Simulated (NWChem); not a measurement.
System: C₂H₃Cl₃; SMILES CC(Cl)(Cl)Cl

Results from NWChem. Pople sets run with spherical d functions. Each level has its own optimisation. Computed dipoles belong to the equilibrium geometry; the measured one is vibrationally averaged.

Measured dipole moment: 1.78 D (NIST CCCBDB, as tabulated in the package chemicals).

```
level                                 dipole moment (D)  computed − measured
------------------------------------  -----------------  -------------------
Hartree-Fock/STO-3G                                2.51                +0.73
Hartree-Fock/3-21G                                 2.67                +0.89
Hartree-Fock/6-31G*                                2.07                +0.29
B3LYP/6-31G*                                       1.99                +0.21
LDA (Slater exchange, VWN5)/def2-SVP               1.60                -0.18
PBE/def2-SVP                                       1.69                -0.09
BLYP/def2-SVP                                      1.64                -0.14
PBE0/def2-SVP                                      1.77                -0.01
```
